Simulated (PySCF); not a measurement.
CHF₃O₃S, SMILES O=S(=O)(O)C(F)(F)F. Atoms are numbered in the order given.

```xyz
9

O      1.4679    -0.4601    -1.0924
S      0.8001     0.3126     0.1736
O      1.2661    -0.3053     1.4030
O      0.8610     1.7276    -0.1073
C     -0.9756    -0.2346    -0.0688
F     -1.7001     0.2141     0.9443
F     -1.4482     0.2443    -1.2072
F     -1.0165    -1.5648    -0.0927
H      1.7739    -1.3351    -0.7923
```
Charge 0, spin multiplicity 1.

Geometry: B3LYP-D3(BJ)/def2-SVP. The values are those of a single conformer.

Method: KT2/pcSseg-1 (PySCF).

GIAO shieldings, no solvent; atoms listed in one row are averaged. δ = σ(ref) − σ: ¹⁷O against H2O (σ = 330.4 ppm); ³³S against H2S (σ = 723.0 ppm); ¹³C against TMS (σ = 185.1 ppm); ¹⁹F against CFCl3 (σ = 127.1 ppm); ¹H against TMS (σ = 31.47 ppm), references at their B3LYP-D3(BJ)/def2-TZVP geometries, non-relativistic.

Computed chemical shifts:
```
nucleus       atoms  count  δ (ppm)
-------  ----------  -----  -------
¹⁷O              O3      1    253.3
¹⁷O              O4      1    238.0
¹⁷O              O1      1    215.9
³³S              S2      1    517.3
¹³C              C5      1    129.5
¹⁹F      F6, F7, F8      3   -116.0
¹H               H9      1     5.26
```
